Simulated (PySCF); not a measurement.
A side-by-side comparison of computed properties.

First species: C4H9ClOSi.
Z-matrix (Å and degrees, PBE0-D3(BJ)/def2-SVP geometry), rows numbered from 1:
```
C 
C   1  1.3359
C   2  1.4931  1  125.57
Si  3  1.8782  2  111.57  1  -109.76
O   4  1.6653  3  106.99  2   -60.20
C   4  1.8918  3  110.93  2    56.89
Cl  6  1.8016  4  107.48  3  -166.44
H   1  1.0928  2  121.47  3   178.14
H   1  1.0953  2  121.53  3    -2.43
H   2  1.0970  1  118.79  3  -177.40
H   3  1.1046  2  111.00  1   131.14
H   3  1.1036  2  111.46  1    11.86
H   4  1.4955  3  111.04  2   177.24
H   5  0.9649  4  113.40  3   160.57
H   6  1.0995  4  113.93  3    74.47
H   6  1.0998  4  111.47  3   -48.73
```

Second species: C6H8F3N.
SMILES: `N[C@]12C[C@](C(F)(F)F)(C1)C2`

Levels: wB97X-D/def2-SVPD for dipole moment, HOMO energy, LUMO energy, HOMO–LUMO gap, static isotropic polarisability and electronic spatial extent ⟨r²⟩ about the centre of nuclear charge; TDDFT wB97X-D/def2-SVPD for lowest singlet excitation; TDA wB97X-D/def2-SVPD for lowest triplet excitation (Tamm–Dancoff); ΔSCF wB97X-D/def2-SVPD for vertical ionisation energy; PBE0-D3(BJ)/def2-SVP for rotational constant A and rotational constant C. Geometries: PBE0-D3(BJ)/def2-SVP. Each species is one conformer at its optimised geometry, gas phase, non-relativistic unless stated. Electronic properties by PySCF.

Dipoles, sizes and rotational constants follow the conformer. The torsions of the flexible species, by atom-mapped SMILES:
- `[CH2:1]=[CH:2][CH2:3][Si@@H:4]([OH:5])[CH2:6][Cl:7]`: C1–C2–C3–Si4 -110°, C2–C3–Si4–O5 -60°, C3–Si4–C6–Cl7 -166°, H–O5–Si4–C3 161°
- `[NH2:1][C@:2]12[CH2:3][C@:4]([C:5]([F:6])([F:7])[F:8])([CH2:9]1)[CH2:10]2`: C3–C4–C5–F6 -61°, H–N1–C2–C3 63°, H–N1–C2–C3 -178°

Values for the first species:

- Dipole moment: 1.58 D
- HOMO energy: -9.15 eV
- LUMO energy: 1.47 eV
- HOMO–LUMO gap: 10.62 eV
- Lowest singlet excitation: 6.56 eV
- Lowest triplet excitation (Tamm–Dancoff): 4.36 eV
- Static isotropic polarisability: 92.2 au
- Vertical ionisation energy: 9.35 eV
- Electronic spatial extent ⟨r²⟩ about the centre of nuclear charge: 1433 bohr²
- Rotational constant A: 2.865 GHz
- Rotational constant C: 0.817 GHz

Task: Estimate the same properties for the second species, and the change in each.

Result: 
```json
{"property": "dipole moment", "first": "1.58 D", "second": "3.04 D", "second less first": "+1.46 D"}
{"property": "HOMO energy", "first": "-9.15 eV", "second": "-9.20 eV", "second less first": "-0.05 eV"}
{"property": "LUMO energy", "first": "1.47 eV", "second": "2.11 eV", "second less first": "+0.64 eV"}
{"property": "HOMO–LUMO gap", "first": "10.62 eV", "second": "11.31 eV", "second less first": "+0.69 eV"}
{"property": "lowest singlet excitation", "first": "6.56 eV", "second": "6.75 eV", "second less first": "+0.19 eV"}
{"property": "lowest triplet excitation (Tamm–Dancoff)", "first": "4.36 eV", "second": "6.56 eV", "second less first": "+2.20 eV"}
{"property": "static isotropic polarisability", "first": "92.2 au", "second": "76.5 au", "second less first": "-15.7 au"}
{"property": "vertical ionisation energy", "first": "9.35 eV", "second": "9.49 eV", "second less first": "+0.14 eV"}
{"property": "electronic spatial extent ⟨r²⟩ about the centre of nuclear charge", "first": "1433 bohr²", "second": "1409 bohr²", "second less first": "-24 bohr²"}
{"property": "rotational constant A", "first": "2.865 GHz", "second": "2.957 GHz", "second less first": "+0.092 GHz"}
{"property": "rotational constant C", "first": "0.817 GHz", "second": "0.860 GHz", "second less first": "+0.043 GHz"}
```

On the first: The principal polarisabilities are 79.0, 89.3 and 108.3 au; their mean is the isotropic value. The 10 singlets span 6.56 to 8.21 eV, and their oscillator strengths add up to 0.57.

On the second: S1 lies 4.56 eV below the HOMO–LUMO gap; its leading configuration is HOMO→LUMO, weight 0.73. The vertical singlet–triplet gap S1 − T1 is 0.19 eV (TDDFT singlet less Tamm–Dancoff triplet; S1: HOMO→LUMO, weight 0.73; T1: HOMO→LUMO, weight 0.69).
